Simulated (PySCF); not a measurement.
1,1-difluorobut-2-yne (C4H4F2), SMILES CC#CC(F)F.

The structure is a stationary point at r2SCAN-D4/def2-SVP.

Two levels are set side by side: PBE/def2-TZVP (PySCF) and HF/def2-TZVP (PySCF). Same geometry, gas phase. Differences are taken from unrounded values.

```
quantity                         HF
---------------------------  ------
orbital gap (eV)              14.45
highest occupied level (eV)  -10.91
lowest empty level (eV)        3.54
dipole moment (D)              3.27
mean polarisability (bohr³)    45.4
```

**Question.** What does PBE give, and how far is it from HF? (The exact figures need the calculation; the answer reports its results.)

**Answer.** 
| quantity | PBE | PBE minus HF |
|---|---|---|
| orbital gap (eV) | 6.07 | -8.38 |
| highest occupied level (eV) | -6.90 | 4.01 |
| lowest empty level (eV) | -0.83 | -4.37 |
| dipole moment (D) | 3.02 | -0.25 |
| mean polarisability (bohr³) | 50.5 | 5.1 |

Without exact exchange PBE keeps part of each electron's self-repulsion, which lifts occupied levels and narrows the gap. PBE's more diffuse valence density responds more strongly to a field. Differences between two approximate levels are no errors against the true value.

Rough cost on one machine, each run with all the roots and properties that it gave: HF against PBE about 1/3.
